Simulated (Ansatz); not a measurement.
`CN(C)c1ncc(-c2ncc(-c3ncc(C#N)s3)s2)s1`. Total charge 0; singlet. Geometry PBE-D4/def2-SVP.

Cartesian coordinates in Å:
```
C -2.395 -4.101 -3.420
N -1.344 -3.667 -2.513
C -0.133 -4.455 -2.424
C -1.415 -2.432 -1.947
N -2.460 -1.623 -2.039
C -2.249 -0.477 -1.347
C -1.024 -0.345 -0.694
C -0.579 0.765 0.098
N -1.282 1.875 0.286
C -0.623 2.751 1.076
C 0.635 2.353 1.542
C 1.513 3.108 2.395
N 1.248 4.335 2.827
C 2.236 4.807 3.618
C 3.322 3.952 3.833
C 4.481 4.182 4.607
N 5.442 4.380 5.257
S 3.054 2.454 2.966
S 0.991 0.755 0.927
S -0.058 -1.788 -0.991
H -2.039 -4.103 -4.475
H -2.725 -5.128 -3.158
H -3.246 -3.404 -3.331
H -0.382 -5.525 -2.565
H 0.622 -4.167 -3.192
H 0.328 -4.343 -1.421
H -3.020 0.306 -1.307
H -1.064 3.724 1.335
H 2.167 5.813 4.057
```

Single mean-field runs in def2-TZVP are fitted with def2-universal-jkfit.

Question: Estimate the orbital energies around the gap (eV) in Ansatz with PBE-D4/def2-SVP, PBE-D4/def2-TZVP, r2SCAN-D4/def2-TZVP, PBE0-D4/def2-SVP, PBE0-D4/def2-TZVP.

Answer: 
```json
{"orbital": "HOMO−5", "PBE-D4/def2-SVP": "-6.96", "PBE-D4/def2-TZVP": "-7.14", "r2SCAN-D4/def2-TZVP": "-7.52", "PBE0-D4/def2-SVP": "-8.53", "PBE0-D4/def2-TZVP": "-8.56"}
{"orbital": "HOMO−4", "PBE-D4/def2-SVP": "-6.84", "PBE-D4/def2-TZVP": "-6.98", "r2SCAN-D4/def2-TZVP": "-7.34", "PBE0-D4/def2-SVP": "-8.39", "PBE0-D4/def2-TZVP": "-8.48"}
{"orbital": "HOMO−3", "PBE-D4/def2-SVP": "-6.80", "PBE-D4/def2-TZVP": "-6.89", "r2SCAN-D4/def2-TZVP": "-7.15", "PBE0-D4/def2-SVP": "-8.14", "PBE0-D4/def2-TZVP": "-8.22"}
{"orbital": "HOMO−2", "PBE-D4/def2-SVP": "-6.54", "PBE-D4/def2-TZVP": "-6.72", "r2SCAN-D4/def2-TZVP": "-7.08", "PBE0-D4/def2-SVP": "-8.06", "PBE0-D4/def2-TZVP": "-8.05"}
{"orbital": "HOMO−1", "PBE-D4/def2-SVP": "-6.01", "PBE-D4/def2-TZVP": "-6.09", "r2SCAN-D4/def2-TZVP": "-6.27", "PBE0-D4/def2-SVP": "-7.09", "PBE0-D4/def2-TZVP": "-7.09"}
{"orbital": "HOMO", "PBE-D4/def2-SVP": "-4.98", "PBE-D4/def2-TZVP": "-5.06", "r2SCAN-D4/def2-TZVP": "-5.20", "PBE0-D4/def2-SVP": "-5.86", "PBE0-D4/def2-TZVP": "-5.88"}
{"orbital": "LUMO", "PBE-D4/def2-SVP": "-3.14", "PBE-D4/def2-TZVP": "-3.26", "r2SCAN-D4/def2-TZVP": "-3.22", "PBE0-D4/def2-SVP": "-2.62", "PBE0-D4/def2-TZVP": "-2.67"}
{"orbital": "LUMO+1", "PBE-D4/def2-SVP": "-2.08", "PBE-D4/def2-TZVP": "-2.22", "r2SCAN-D4/def2-TZVP": "-2.12", "PBE0-D4/def2-SVP": "-1.35", "PBE0-D4/def2-TZVP": "-1.43"}
{"orbital": "LUMO+2", "PBE-D4/def2-SVP": "-1.74", "PBE-D4/def2-TZVP": "-2.11", "r2SCAN-D4/def2-TZVP": "-1.95", "PBE0-D4/def2-SVP": "-0.88", "PBE0-D4/def2-TZVP": "-1.21"}
{"orbital": "LUMO+3", "PBE-D4/def2-SVP": "-1.19", "PBE-D4/def2-TZVP": "-1.41", "r2SCAN-D4/def2-TZVP": "-1.25", "PBE0-D4/def2-SVP": "-0.28", "PBE0-D4/def2-TZVP": "-0.47"}
{"orbital": "LUMO+4", "PBE-D4/def2-SVP": "-1.07", "PBE-D4/def2-TZVP": "-1.34", "r2SCAN-D4/def2-TZVP": "-1.14", "PBE0-D4/def2-SVP": "-0.09", "PBE0-D4/def2-TZVP": "-0.34"}
{"orbital": "LUMO+5", "PBE-D4/def2-SVP": "-0.56", "PBE-D4/def2-TZVP": "-0.88", "r2SCAN-D4/def2-TZVP": "-0.69", "PBE0-D4/def2-SVP": "0.44", "PBE0-D4/def2-TZVP": "0.13"}
```
